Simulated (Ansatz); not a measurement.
`C[O][Ti]([F])([F])[F]` + CH₃NH₂ → `C[NH][Ti]([F])([F])[F]` + CH₃OH at 600 K and 1 bar (ligand exchange at a Ti–O bond).

Program: Ansatz. Geometries: PBE0-D4/def2-TZVP. ΔE: electronic, gas phase. CBS: MP2 limit from def2 TZ/QZ plus the TZ coupled-cluster correction, frozen cores. This one scheme is used for every species. For Ti outer-core shells are correlated without core-valence functions, which leaves a few kJ/mol of doubt a bond. Scalar relativity is left out up to krypton. One conformer a species, not always the lowest.

| species | CCSD(T)/CBS energy (Eh) | H − E (kJ/mol) | S (J/(mol·K)) |
| --- | --- | --- | --- |
| `C[O][Ti]([F])([F])[F]` | -1263.58612 | 193.0 | 479.9 |
| CH₃NH₂ | -95.75281 | 199.3 | 283.8 |
| `C[NH][Ti]([F])([F])[F]` | -1243.69977 | 227.0 | 484.5 |
| CH₃OH | -115.61712 | 163.6 | 277.3 |

H − E and S are ideal-gas, rigid-rotor, harmonic terms from PBE0-D4/def2-TZVP, for one conformer and one mirror image of each species. 1 Eh = 2625.50 kJ/mol, R = 8.31446 J/(mol·K).

**Question.** By hand: ΔE, ΔH, ΔS and ΔG.

**Answer.** ΔE = (-1243.69977) + (-115.61712) − (-1263.58612) − (-95.75281) = 0.02204 Eh = 57.9 kJ/mol. Δ(H − E) = 227.0 + 163.6 − 193.0 − 199.3 = -1.7, so ΔH = 56.2 kJ/mol. ΔS = 484.5 + 277.3 − 479.9 − 283.8 = -1.9 J/(mol·K). ΔG = 56.2 − 600 × (-1.9)/1000 = 57.3 kJ/mol.

**Question.** By hand: the equilibrium constant, and the temperature at which ΔG would vanish if ΔH and ΔS stayed fixed.

**Answer.** log₁₀ K = −ΔG/(RT ln 10) = -5.0. ΔH and −TΔS have one sign here, so there is no such temperature. One of them is within its doubt of zero, so this could turn.

The number of gas molecules stays the same, so ΔS is small and ΔH decides. A doubt of 5 kJ/mol in ΔE shifts log₁₀ K by 0.4 here. Other conformers and mirror images would add mixing entropy, several J/(mol·K) or more a flexible species. Modes under 60 cm⁻¹, often nearly free rotors, make the harmonic entropy too high. These are equilibria of isolated gas molecules and say nothing of rates. Largest T1 diagnostic: 0.023 (customary marks: 0.02 for closed shells, 0.045 for open ones).
